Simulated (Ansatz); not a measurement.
C4H9 (SMILES [CH2]C(C)C), doublet (typed; the unrestricted solution is spin-contaminated), at a GFN2-xTB geometry, with bond 8-6 at 2.2 times its length; HF/3-21G (Ansatz, a quantum-chemistry and plane-wave program).

Ansatz was given this input:
Ansatz 0.2 input:
```yaml
crystal:
  periodic: [false, false, false]
  atoms:
    - {symbol: C, position_ang: [0.00343895, 0.02707874, 0.36145372]}
    - {symbol: H, position_ang: [0.01593184, -0.10399431, 1.46074042]}
    - {symbol: C, position_ang: [0.00475813, 1.46920007, 0.05225443]}
    - {symbol: H, position_ang: [-0.91648563, 2.00955334, -0.04081729]}
    - {symbol: H, position_ang: [0.92724045, 2.01071965, -0.02101528]}
    - {symbol: C, position_ang: [1.25810793, -0.66327342, -0.18430821]}
    - {symbol: H, position_ang: [1.28125383, -0.59348488, -1.26953638]}
    - {symbol: H, position_ang: [3.23177723, 0.37148158, 0.68524540]}
    - {symbol: H, position_ang: [1.26733551, -1.71452144, 0.09490627]}
    - {symbol: C, position_ang: [-1.26527340, -0.65633136, -0.15779662]}
    - {symbol: H, position_ang: [-1.31206581, -0.58413275, -1.24212382]}
    - {symbol: H, position_ang: [-1.27317201, -1.70816785, 0.11918081]}
    - {symbol: H, position_ang: [-2.15145821, -0.18308581, 0.25810204]}
basis:
  gaussian:
    orbitals: 3-21G.json
hamiltonian:
  xc: hf
magnetization: {spin_polarized: true, initial_magnetization: 1}
scf: {lower_state_search: standard}
```
The basis file holds 3-21G in the JSON format of the Basis Set Exchange.

**Question.** Predict the main parts of the log of this Ansatz run.

**Answer.** 
```
Functional definition: HF
696 factors; integrals over basis functions are off by at most 1.1e-3 eV
mean field evaluation 1: about -4231.3371 eV, gradient 1.7e1 eV
mean field evaluation 2: about -4231.7559 eV, gradient 1.7e1 eV
mean field evaluation 4: about -4233.8004 eV, gradient 2.9e0 eV
mean field evaluation 8: about -4233.8775 eV, gradient 3.2e-1 eV
mean field evaluation 16: about -4235.8239 eV, gradient 1.5e-2 eV
mean field evaluation 32: about -4235.7860 eV, gradient 1.8e-4 eV
mean field evaluation 64: about -4235.8581 eV, gradient 1.3e-2 eV
mean field -4235.82386182 eV, -155.6636557772 hartree, gradient 1.8e-5 eV, S^2 1.660867; 4 other end points of the search recorded, 0 dependent functions left out
reference -4235.82386182 eV, -155.6636557772 hartree; 17, 16 occupied and 37, 38 virtual orbitals, 696 factors
Total energy: -4235.82386182 eV, -155.6636557772 hartree
```
